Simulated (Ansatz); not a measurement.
Basis-set extrapolation for `BOCCC` (PBE0-D4/def2-TZVP geometry, frozen core, the Gaussian-basis code of Ansatz). Multiplicity 1, RHF reference.

```tsv
	def2-TZVPP	def2-QZVPP
HF	-218.509113	-218.519907
MP2 correlation	-0.865638	-0.923994
CCSD(T) correlation	-0.949844	not run
```

Energies in hartree. Use E(X) = E(∞) + A·exp(−7.88·√X) for Hartree–Fock and E(X) = E(∞) + B·X^(−2.97) for correlation, with X = 3 and 4, and add CCSD(T) minus MP2 of the smaller set to the MP2 limit.

What is the CCSD(T) energy at the basis-set limit?

HF limit: -218.519907 + (-0.010794) × 0.13774 = -218.52139. MP2 limit: -0.923994 + (-0.058356) × 0.74074 = -0.96722. Higher-order term: -0.949844 − (-0.865638) = -0.08421. Total: -219.57282 hartree, 3.10 eV below CCSD(T)/def2-TZVPP.
